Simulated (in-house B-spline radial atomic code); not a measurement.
Configurations of Nb⁺, with energies counted from [Kr] (4d3/2)4. Computed with an all-electron radial atomic-structure program (B-spline basis): Dirac-Hartree-Fock, average of each configuration as written, Fermi nucleus of rms radius 4.324 fm. Energies include first-order Breit, QED and recoil terms.

Occupations are held fixed; configurations that lie above the ionisation limit could autoionise.

```json
{"configuration": "[Kr] (4d3/2)2 (4d5/2)2", "E - E(ref) (eV)": "0.83919", "highest orbital": "4d5/2", "its <r> (bohr)": "2.049"}
{"configuration": "[Kr] (4d3/2)1 (4d5/2)2 (5g9/2)1", "E - E(ref) (eV)": "11.208", "highest orbital": "5g9/2", "its <r> (bohr)": "13.74"}
{"configuration": "[Kr] (4d5/2)3 8s1", "E - E(ref) (eV)": "11.32", "highest orbital": "8s1/2", "its <r> (bohr)": "20.09"}
{"configuration": "[Kr] (4d3/2)3 (8g7/2)1", "E - E(ref) (eV)": "11.874", "highest orbital": "8g7/2", "its <r> (bohr)": "42.98"}
{"configuration": "[Ar] 3d10 4s2 (4p1/2)2 (4p3/2)3 (4d5/2)4 6s1", "E - E(ref) (eV)": "42.935", "highest orbital": "6s1/2", "its <r> (bohr)": "7.47"}
{"configuration": "[Ar] 3d10 4s2 (4p1/2)1 (4p3/2)4 (4d3/2)1 (4d5/2)3 (7g9/2)1", "E - E(ref) (eV)": "47.955", "highest orbital": "7g9/2", "its <r> (bohr)": "31.73"}
```

Task: Order these further configurations by energy, lowest first.
A. [Kr] (4d3/2)3 (4d5/2)1
B. [Ar] 3d10 4s2 (4p1/2)2 (4p3/2)3 (4d3/2)4 (4f5/2)1
C. [Kr] (4d3/2)3 7s1
D. [Ar] 3d10 4s2 (4p1/2)1 (4p3/2)4 (4d3/2)4 (8p3/2)1
E. [Ar] 3d10 4s2 (4p1/2)2 (4p3/2)3 (4d3/2)2 (4d5/2)2 8s1

Result: A (0.52744 eV), C (9.5814 eV), B (41.707 eV), E (45.26 eV), D (49.605 eV).

Task: How far above the reference does [Kr] (4d3/2)1 (4d5/2)2 5s1 lie?

Result: 0.88101 eV; its least bound orbital is 5s1/2 with <r> = 3.431 bohr.
